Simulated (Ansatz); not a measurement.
Total energies of Ga₄O₁₂H₁₂, a hydroxylated oxide cluster from Ansatz at PBE0-D4/def2-TZVP, gas phase (1 Eh = 27.2114 eV = 2625.5 kJ/mol). The reference geometry is relaxed at r2SCAN-D4/def2-SVP.

```xyz
28

Ga   -1.027    0.568   -0.673
Ga    1.216    2.433   -0.584
Ga   -0.431   -1.176    2.094
Ga    0.111   -2.215   -0.896
O     2.540    1.212   -0.224
O     0.077    1.692   -1.940
O     1.810    4.100   -0.808
O    -2.714    1.134   -1.054
O     0.853   -3.586   -1.753
O     0.721   -0.555   -0.390
O    -1.247   -1.224   -1.723
O    -0.181    1.927    0.558
O     0.809    0.116    2.423
O    -0.073   -2.689    0.929
O    -1.690   -0.431    0.916
O    -1.193   -1.979    3.504
H     3.452    1.491   -0.364
H     0.452    1.283   -2.730
H     1.104    4.755   -0.866
H    -2.714    1.949   -1.570
H     0.762   -3.530   -2.713
H     1.615   -0.116   -0.403
H    -2.183   -1.466   -1.760
H     0.121    1.466    1.383
H     1.571    0.077    1.825
H    -0.378   -3.547    1.252
H    -2.520   -0.044    1.226
H    -0.863   -1.642    4.346
```

| state | geometry | energy (Eh) |
| --- | --- | --- |
| charge 0 singlet | reference | -8608.35982 |
| charge 1 doublet | reference | -8608.00531 |
| charge -1 doublet | reference | -8608.35457 |
| free Ga atom (doublet) | – | -1924.55212 |
| free O atom (triplet) | – | -75.01860 |
| free H atom (doublet) | – | -0.50104 |

Single mean-field runs in def2-TZVP are fitted with def2-universal-jkfit.

Work out the vertical ionisation energy to the doublet.

E(charge 1 doublet) − E(charge 0 singlet) = -8608.00531 − (-8608.35982) = 0.35451 Eh = 9.65 eV. For comparison, −ε of the highest occupied level is 7.75 eV at this level, 1.90 eV less.

Work out the vertical electron affinity, to the doublet.

E(charge 0 singlet) − E(charge -1 doublet) = -8608.35982 − (-8608.35457) = -0.00525 Eh = -0.14 eV; negative, so the extra electron isn't bound. The basis lacks diffuse functions, which makes affinities too small.

Give the fundamental gap IE − EA, the Mulliken electronegativity (IE + EA)/2 and the hardness (IE − EA)/2.

From the values in Eh: IE − EA = 0.35451 − (-0.00525) = 0.35976 Eh = 9.79 eV; (IE + EA)/2 = 4.75 eV; (IE − EA)/2 = 4.89 eV. The HOMO–LUMO gap of the same run is 6.68 eV, 3.11 eV smaller than the fundamental gap.

What is the binding energy per atom against free atoms?

Atoms: 4 × (-1924.55212) + 12 × (-75.01860) + 12 × (-0.50104) = -8604.44416 Eh. Binding: -8604.44416 − (-8608.35982) = 3.91566 Eh = 106.55 eV, or 3.81 eV for each of 28 atoms (no zero-point energy, no counterpoise term).

At PBE0-D4/def2-TZVP the highest occupied level of the charge -1 doublet lies above zero (up to 1.40 eV). Energy differences disagree on whether the electron is bound (positive means bound): -0.14 eV (vertical, against the charge 0 singlet, at PBE0-D4/def2-TZVP), but 0.27 eV at PBE-D4/def2-TZVP.
